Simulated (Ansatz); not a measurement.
Two members of one family (Series FeX2), computed with Ansatz in the gas phase; def2 core potentials for I, no spin–orbit coupling. The two geometries come from different levels. HOMO and LUMO are taken over both spins. Binding counts from free atoms in the multiplicity of their measured ground term, without zero-point energy. Singlets are spin-restricted. The structures are stationary points that may keep the symmetry of their start. Remarks come from the PBE and PBE0 runs and from stability tests at other levels; not every state was tested. HOMO above LUMO (over both spins in singlets and doublets, within one spin in higher multiplets; at PBE or PBE0), or a gap under 0.15 eV within one spin, warns that the state may not be the lowest or that an electron is smeared out.

First: FeBr2 (quintet, charge 0, PBE-D4/def2-TZVP geometry).

```xyz
3

Fe   -0.001    0.001    0.000
Br   -1.438   -1.025    1.425
Br    1.439    1.023   -1.425
```

| level | HOMO (eV) | LUMO (eV) | gap (eV) | binding per atom (eV) |
| --- | --- | --- | --- | --- |
| PBE-D4/def2-SVP | -5.06 | -4.93 | 0.14 | 2.65 |
| PBE-D4/def2-TZVPD | -5.67 | -5.24 | 0.43 | 2.59 |
| revPBE-D4/def2-TZVP | -5.60 | -5.05 | 0.55 | 2.47 |
| r2SCAN-D4/def2-TZVP | -6.15 | -4.92 | 1.23 | 2.62 |
| PBE0-D4/def2-SVP | -8.13 | -3.62 | 4.51 | 2.52 |

Metal–donor distances: 2 × Br 2.27 Å. Remarks: gap within one spin near zero, HOMO above LUMO (singlet), restricted SCF unstable in HF (singlet), spin-contaminated (⟨S²⟩ up to 3.01) (triplet).

Second: FeI2 (quintet, charge 0, PBE0-D4/def2-TZVP geometry).

```csv
atom,x (Å),y (Å),z (Å)
Fe1,-0.003,0.016,-0.006
I2,0.793,-0.692,-2.245
I3,-0.789,0.676,2.251
```

Task: What does the change do? Estimate second minus first.

Result: 
```csv
level,Δ HOMO (eV),Δ LUMO (eV),Δ gap (eV),Δ binding per atom (eV)
PBE-D4/def2-SVP,-0.33,-0.23,0.10,-0.38
PBE-D4/def2-TZVPD,0.19,0.13,-0.06,-0.37
revPBE-D4/def2-TZVP,0.15,0.09,-0.06,-0.37
r2SCAN-D4/def2-TZVP,0.11,0.05,-0.06,-0.41
PBE0-D4/def2-SVP,0.53,-0.09,-0.62,-0.39
```

Metal–donor distances: 2 × I 2.48 Å. Remarks: HOMO above LUMO (singlet), restricted SCF unstable at other levels (singlet), restricted SCF unstable (singlet), spin-contaminated (⟨S²⟩ up to 3.01) (triplet).
